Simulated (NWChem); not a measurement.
# BCl₂ cation

```xyz
3

Cl    -1.6173    -0.0229     0.0201
B      0.0000     0.0000     0.0000
Cl     1.6173     0.0229    -0.0201
```
Atoms are numbered in this order, from 1.

All runs use the structure optimised with PBE0/def2-SVP.

Task: List the 4 lowest vertical singlet excitations from BHandHLYP/def2-SVPD, full TDDFT (NWChem).

Result: 
```
state  energy (eV)  oscillator strength  leading excitation (squared amplitude)
-----  -----------  -------------------  --------------------------------------
S1            7.14                0.000                    HOMO−1 → LUMO (0.50)
S2            7.26                0.000                    HOMO−1 → LUMO (0.50)
S3            7.26                0.000                  HOMO−1 → LUMO+1 (0.50)
S4            8.36                0.000                  HOMO−3 → LUMO+1 (0.50)
```
